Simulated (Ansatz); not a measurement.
Two isomers of CH7NSSi: A = `NC[SiH2]S`, B = `CN[SiH2]S`.

Isolated molecules relaxed with PBE0-D4/def2-TZVP in Ansatz; ΔE leaves out vibrations. CCSD(T)/CBS adds triple-zeta CCSD(T) − MP2 to the extrapolated MP2 energy (def2 sets, frozen cores). DFT in def2-TZVPP. B3LYP here is the variant with VWN-RPA as its local correlation; programs differ in this. One conformer a species, not always the lowest.

**Question.** Which isomer does CCSD(T)/CBS put lower? Give the gap. (Estimate.)

**Answer.** Computed: B, by 63.7 kJ/mol.

**Question.** Give E(B) − E(A) in kJ/mol with CCSD(T)/def2-TZVPP, PBE0-D4, MP2/def2-TZVPP, HF/def2-TZVPP, B2PLYP, B3LYP-D4, B3LYP. (Estimate.)

**Answer.** Ansatz gave: CCSD(T)/def2-TZVPP -63.3, PBE0-D4 -60.2, MP2/def2-TZVPP -65.8, HF/def2-TZVPP -72.2, B2PLYP -66.0, B3LYP-D4 -65.5, B3LYP -65.1. None reverses the order clearly.

Largest T1 diagnostic: 0.010.

In def2-TZVPP, CCSD(T) changes the Hartree–Fock value by +8.9 kJ/mol (the triples alone add +1.2 kJ/mol) and MP2 by +6.3 kJ/mol.
